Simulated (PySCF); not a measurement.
# Distorted geometries of [OsOF3]+

[OsOF3]+ (triplet). PySCF 2.14.0, UKS B3LYP, Os def2-SVP with ECP60, O def2-SVP, F def2-SVP; non-relativistic Hamiltonian with scalar-relativistic core potentials where named; density fitting; no spin-orbit coupling. Relaxed geometry:

```xyz
5

Os    0.0683    0.0401   -0.0352
O     1.0133    0.9816    0.9439
F    -1.1045   -1.1242    0.7482
F     1.0164   -1.2823   -0.8556
F    -1.2472    0.9945   -0.8594
```

**Question.** Order these distorted geometries by energy above the relaxed one, lowest first.
A.
```xyz
5

Os   -0.0296    0.0261   -0.0733
O     1.1061    0.8423    0.9459
F    -1.2224   -1.1410    1.0246
F     1.1634   -1.2561   -1.2702
F    -1.2714    1.1385   -0.6851
```
B.
```xyz
5

Os    0.0226   -0.1095   -0.0316
O     0.9630    1.0058    0.9223
F    -1.1861   -1.0733    0.8381
F     1.1232   -1.2446   -0.7702
F    -1.1765    1.0313   -1.0168
```
C.
```xyz
5

Os    0.1070    0.0589   -0.0554
O     0.9783    0.9808    1.0366
F    -1.1187   -1.1055    0.7252
F     1.0325   -1.3248   -0.8948
F    -1.2530    1.0002   -0.8698
```

**Answer.** C (0.10 eV), B (0.62 eV), A (1.67 eV).

**Question.** Which forces (eV/Å) act in the one that lies 0.62 eV up?

**Answer.** 
```
Os   0.04  7.47  0.70
O   -1.89 -2.41 -1.57
F   -1.40 -0.99  1.02
F    1.74 -2.10 -1.42
F    1.50 -1.96  1.26
```
Forces carry noise of the integration grid, about 0.01 to 0.03 eV/Å.

Open shells may have lower solutions than the one found.
